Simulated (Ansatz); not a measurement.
Job for Ansatz (a program for electronic structure): R-B3LYP/def2-TZVPPD on C2H6Ge (a complex). Files ending in .json are basis or fitting sets from the Basis Set Exchange.

Ansatz 0.2 input:
```yaml
crystal:
  periodic: [false, false, false]
  atoms:
    - {symbol: C, position_ang: [0.05906047, 0.53007955, -0.26258428]}
    - {symbol: C, position_ang: [-0.10872583, -0.65430356, -0.22625497]}
    - {symbol: H, position_ang: [0.20757844, 1.58185548, -0.29305975]}
    - {symbol: H, position_ang: [-0.25793945, -1.70579050, -0.19013351]}
    - {symbol: Ge, position_ang: [0.02115008, 0.04975725, 3.48998926]}
    - {symbol: H, position_ang: [-0.75481217, -1.18504388, 3.01090709]}
    - {symbol: H, position_ang: [0.00309437, 0.09187431, 5.02802200]}
    - {symbol: H, position_ang: [-0.64324535, 1.32065027, 2.94288110]}
    - {symbol: H, position_ang: [1.47419660, -0.02853892, 3.00341783]}
basis:
  gaussian:
    orbitals: def2-TZVPPD.json
hamiltonian:
  xc: {name: B3LYP}
scf: {lower_state_search: off}
```

The head of its log:

```
WARN ansatz: RAYON_NUM_THREADS=1 ignored (pool sized by the plan → 1); use --threads N
Functional definition: B3LYP
these checks for a lower state are left out or cut short: stability, starts, cluster_reference, orbital_swaps, neighbouring_geometries, increment
integrals: 0.13 GiB planned
1116 factors; their error is unknown
mean field: 1.20 GiB planned
mean field evaluation 1: about -58684.4528 eV, gradient 4.8e1 eV
mean field evaluation 2: about -58683.3422 eV, gradient 5.1e1 eV
```

Problem. Give the final energy of this run.

Solution. -2156.8081 hartree.
